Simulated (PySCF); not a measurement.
`CC(SCCCF)=C(F)F`, C6H9F3S

Molfile (atoms numbered from 1):
```
C6H9F3S
     RDKit          3D

 19 18  0  0  0  0  0  0  0  0999 V2000
   -2.2275   -0.7109   -0.4471 C   0  0  0  0  0  0  0  0  0  0  0  0
   -1.5285    0.4630    0.1601 C   0  0  0  0  0  0  0  0  0  0  0  0
   -0.3498    1.3771   -0.8049 S   0  0  0  0  0  0  0  0  0  0  0  0
    0.7574    0.0272   -1.3574 C   0  0  0  0  0  0  0  0  0  0  0  0
    1.4903   -0.6396   -0.2062 C   0  0  0  0  0  0  0  0  0  0  0  0
    2.3795    0.3438    0.5452 C   0  0  0  0  0  0  0  0  0  0  0  0
    3.0702   -0.3154    1.5307 F   0  0  0  0  0  0  0  0  0  0  0  0
   -1.8178    0.9150    1.3726 C   0  0  0  0  0  0  0  0  0  0  0  0
   -1.2462    1.9471    1.9793 F   0  0  0  0  0  0  0  0  0  0  0  0
   -2.7532    0.3906    2.1656 F   0  0  0  0  0  0  0  0  0  0  0  0
   -3.1036   -0.9709    0.1417 H   0  0  0  0  0  0  0  0  0  0  0  0
   -1.5714   -1.5797   -0.4864 H   0  0  0  0  0  0  0  0  0  0  0  0
   -2.5388   -0.4674   -1.4611 H   0  0  0  0  0  0  0  0  0  0  0  0
    0.1668   -0.6911   -1.9232 H   0  0  0  0  0  0  0  0  0  0  0  0
    1.4558    0.5209   -2.0321 H   0  0  0  0  0  0  0  0  0  0  0  0
    0.7778   -1.0762    0.4975 H   0  0  0  0  0  0  0  0  0  0  0  0
    2.1119   -1.4476   -0.6001 H   0  0  0  0  0  0  0  0  0  0  0  0
    1.7923    1.1268    1.0355 H   0  0  0  0  0  0  0  0  0  0  0  0
    3.1250    0.7966   -0.1170 H   0  0  0  0  0  0  0  0  0  0  0  0
  1  2  1  0
  2  3  1  0
  3  4  1  0
  4  5  1  0
  5  6  1  0
  6  7  1  0
  2  8  2  3
  8  9  1  0
  8 10  1  0
  1 11  1  0
  1 12  1  0
  1 13  1  0
  4 14  1  0
  4 15  1  0
  5 16  1  0
  5 17  1  0
  6 18  1  0
  6 19  1  0
M  END
```

Level of theory: GIAO PBE0/pcSseg-1 magnetisability, rotational g tensor and spin-rotation constants, non-relativistic, gas phase (PySCF). Geometry: GFN2-xTB.

Question: Give the nuclear spin-rotation constants along the inertial axes (H = +C I·J) beside the isotropic shieldings.

Answer: Rotational constants 1.3997, 0.6686, 0.5678 GHz. A star marks the isotopologue with that one atom substituted, in its own axes.
| atom | isotope | Caa (kHz) | Cbb (kHz) | Ccc (kHz) | mean (kHz) | σ (ppm) |
| --- | --- | --- | --- | --- | --- | --- |
| F7 | 19F | 0.373 | 0.176 | 0.154 | 0.234 | 425.6 |
| F9 | 19F | 1.761 | 0.813 | 0.730 | 1.101 | 252.0 |
| F10 | 19F | 1.492 | 0.897 | 0.769 | 1.053 | 251.9 |
| H11 | 1H | -0.015 | -0.063 | -0.045 | -0.041 | 29.2 |
| H12 | 1H | -0.053 | -0.075 | -0.025 | -0.051 | 29.8 |
| H13 | 1H | -0.151 | 0.007 | -0.057 | -0.067 | 30.1 |
| H14 | 1H | -0.127 | -0.025 | -0.026 | -0.059 | 28.6 |
| H15 | 1H | -0.071 | -0.060 | -0.031 | -0.054 | 29.6 |
| H16 | 1H | -0.063 | -0.058 | -0.034 | -0.051 | 29.8 |
| H17 | 1H | -0.051 | -0.064 | -0.034 | -0.050 | 29.8 |
| H18 | 1H | -0.013 | -0.042 | -0.029 | -0.028 | 26.3 |
| H19 | 1H | -0.021 | -0.054 | -0.026 | -0.033 | 27.2 |
| C1 | 13C* | 0.215 | 0.084 | 0.075 | 0.124 | 171.7 |
| C2 | 13C* | 0.323 | 0.156 | 0.160 | 0.213 | 98.1 |
| S3 | 33S* | 0.275 | 0.198 | 0.167 | 0.213 | 489.5 |
| C4 | 13C* | 0.221 | 0.107 | 0.093 | 0.140 | 155.7 |
| C5 | 13C* | 0.237 | 0.106 | 0.089 | 0.144 | 155.9 |
| C6 | 13C* | 0.382 | 0.146 | 0.136 | 0.221 | 100.7 |
| C8 | 13C* | 0.508 | 0.196 | 0.252 | 0.319 | 18.5 |

For the geometry as given, no vibrational averaging.
